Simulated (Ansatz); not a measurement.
`F[CH]([GeH3])CCl` + `CO[SiH](C)Cl` → `C[SiH](Cl)[GeH3]` + `COC(F)CCl`  (formal exchange of groups at a Ge–C bond)

Computed with Ansatz on PBE0-D4/def2-TZVP structures; ΔE is electronic, products minus reactants. CCSD(T)/CBS is the MP2 limit (def2-TZVPP, def2-QZVPP) plus CCSD(T) − MP2 in def2-TZVPP, frozen cores. Functionals use def2-TZVPP. B3LYP here is the variant with VWN-RPA as its local correlation; programs differ in this. For Ge outer-core shells are correlated without core-valence functions, which leaves a few kJ/mol of doubt a bond. Scalar relativity is left out up to krypton. Each species was taken in one conformer, which may not be the lowest.

`F[CH]([GeH3])CCl`:

Z-matrix (Å, degrees):
```
C
Ge 1 1.991
C 1 1.499 2 111.8
F 1 1.387 2 108.1 3 -121.2
H 1 1.095 2 109.2 3 122.2
H 2 1.536 1 109.0 3 54.8
H 2 1.538 1 108.9 3 -65.0
H 2 1.532 1 108.3 3 175.1
Cl 3 1.786 1 112.5 2 173.6
H 3 1.091 1 110.2 2 54.5
H 3 1.090 1 111.0 2 -66.8
```

`CO[SiH](C)Cl`:

Z-matrix (Å, degrees):
```
C
O 1 1.410
H 1 1.091 2 108.0
H 1 1.095 2 111.2 3 119.2
H 1 1.096 2 111.5 3 -119.1
Si 2 1.630 1 125.4 3 -178.9
Cl 6 2.067 2 109.4 1 58.8
C 6 1.853 2 113.1 1 -61.0
H 6 1.477 2 105.7 1 174.6
H 8 1.092 6 111.2 2 62.2
H 8 1.092 6 110.2 2 -178.2
H 8 1.093 6 110.4 2 -58.4
```

`C[SiH](Cl)[GeH3]`:

Cartesian coordinates in Å:
```
C 0.998 1.002 -1.044
Si -0.628 0.378 -0.386
Cl -1.621 1.940 0.541
Ge -0.361 -1.362 1.214
H 1.634 1.363 -0.233
H 0.836 1.822 -1.748
H 1.524 0.198 -1.565
H -1.501 -0.076 -1.500
H 0.352 -2.570 0.577
H 0.492 -0.868 2.395
H -1.724 -1.827 1.749
```

`COC(F)CCl`:

```xyz
12

C     0.769    1.113   -1.315
O    -0.018    0.043   -0.832
C     0.114   -0.193    0.501
F     1.343   -0.788    0.765
C    -0.947   -1.167    0.952
Cl   -2.541   -0.396    0.975
H     1.835    0.886   -1.237
H     0.551    2.035   -0.763
H     0.503    1.252   -2.361
H     0.095    0.737    1.087
H    -0.981   -2.013    0.267
H    -0.723   -1.510    1.960
```

Task: Is it downhill or uphill in electronic energy at CCSD(T)/CBS, and by how much? (Best estimate.)

Result: Ansatz gave: Uphill: ΔE = +90.3 kJ/mol.

Task: What do these levels give: PBE-D4, B3LYP-D4, ωB97X-V, ωB97M-V, B2PLYP, PBE0, B3LYP, HF/def2-TZVPP, HF/def2-QZVPP, SCS-MP2/def2-QZVPP, HF/CBS(def2), MP2/CBS(def2)? (An estimate is asked.)

Result: Computed: PBE-D4 71.0, B3LYP-D4 86.9, ωB97X-V 81.8, ωB97M-V 87.1, B2PLYP 89.1, PBE0 72.6, B3LYP 84.4, HF/def2-TZVPP 89.8, HF/def2-QZVPP 91.7, SCS-MP2/def2-QZVPP 97.9, HF/CBS(def2) 91.9, MP2/CBS(def2) 98.9 kJ/mol.

Largest T1 diagnostic among the species: 0.011.

From PBE to PBE0 (25 % exact exchange), in def2-TZVPP and without D4, ΔE moves by +3.0 kJ/mol.
